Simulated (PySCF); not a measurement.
A GIAO shielding run with PySCF 2.14 (density fitting, non-relativistic, gas phase) on SMILES C#C[C@@]1([SiH3])C[C@@H]1C(C)=O, C$_{7}$H$_{10}$OSi:

```
$ OMP_NUM_THREADS=1 python probes_run.py task.json out

{"job": {"kind": "nmr", "xc": "PBE0", "basis": "pcSseg-1"}, "charge": 0, "multiplicity": 1}
C     -2.391828     2.403491     0.177180
C     -1.742423     1.417286    -0.030835
C     -0.958323     0.254135    -0.270879
Si    -1.594999    -1.381737     0.482988
C     -0.214009     0.183938    -1.560132
C      0.551525     0.479071    -0.289317
C      1.353048    -0.604800     0.278857
C      2.773578    -0.272620     0.646784
O      0.879401    -1.712437     0.450803
H     -2.977295     3.254270     0.359471
H     -1.399750    -2.494159    -0.435710
H     -1.159858    -1.540432     1.865497
H     -3.048755    -1.126977     0.543292
H     -0.063036    -0.787967    -2.006843
H     -0.306230     0.993980    -2.270925
H      0.934729     1.485412    -0.170449
H      2.770521     0.445771     1.465178
H      3.282349     0.183229    -0.200287
H      3.301552    -1.170204     0.957864
```

Hardware: 1 thread of an Arm Neoverse N1, shared host. The job also computes population analyses, field gradients, ring-centre shieldings.

Task: How large is the calculation?

Result: 74 electrons, 210 basis functions and 1107 auxiliary functions.

Task: How long does it take, and how much memory does it need?

Result: 69 s of wall time, with 15 SCF cycles and 5 response iterations; peak memory 1 GiB. Times on a shared host scatter by some tens of per cent.
